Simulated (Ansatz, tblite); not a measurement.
Removing an electron: the cluster B4H4⁻. The state is a doublet with charge -1. Geometry: r2SCAN-D4/def2-TZVPD. Ansatz, gas phase; energy differences of separate SCF runs; the oxidised species is a singlet (the triplet lies 1.54 eV higher at PBE0-D4/def2-TZVPD).

```xyz
8

B    -0.2906    0.7525   -0.6648
B     0.7196    0.1177    0.7484
B    -0.8736   -0.1674    0.5490
B     0.4443   -0.7027   -0.6338
H     0.8540   -1.5976   -1.3270
H    -1.8805   -0.4864    1.1264
H    -0.5347    1.7007   -1.3652
H     1.5615    0.3832    1.5670
```

The xTB rows come from tblite. The structure comes from a short search, and lower isomers may exist.

```
               level  −HOMO (eV)  vertical IE (eV)  −LUMO (eV)  HOMO–LUMO gap (eV)                                                                remarks
            GFN1-xTB           –              6.28           –                   –                                                                      –
            GFN2-xTB           –              4.38           –                   –                                                                      –
   PBE-D4/def2-TZVPD       -0.86              2.10       -1.74                0.88  HOMO above zero (-1 doublet), restricted SCF unstable in HF (singlet)
r2SCAN-D4/def2-TZVPD       -0.63              2.17       -2.09                1.46  HOMO above zero (-1 doublet), restricted SCF unstable in HF (singlet)
  PBE0-D4/def2-TZVPD        0.15              2.16       -2.67                2.83                                restricted SCF unstable in HF (singlet)
```

  A HOMO above zero means that the electron is unbound at that level or that self-interaction error raises the level; the energy of removing that electron tells which. HOMO and LUMO are the levels of the spin that leaves or enters (xTB has no such levels and no spin-polarisation term). Other spin states of the ions may lie lower, which would lower the ionisation energy or raise the affinity. Raw xTB energy differences between charge states are shifted by several eV; the methods need an empirical correction for them.
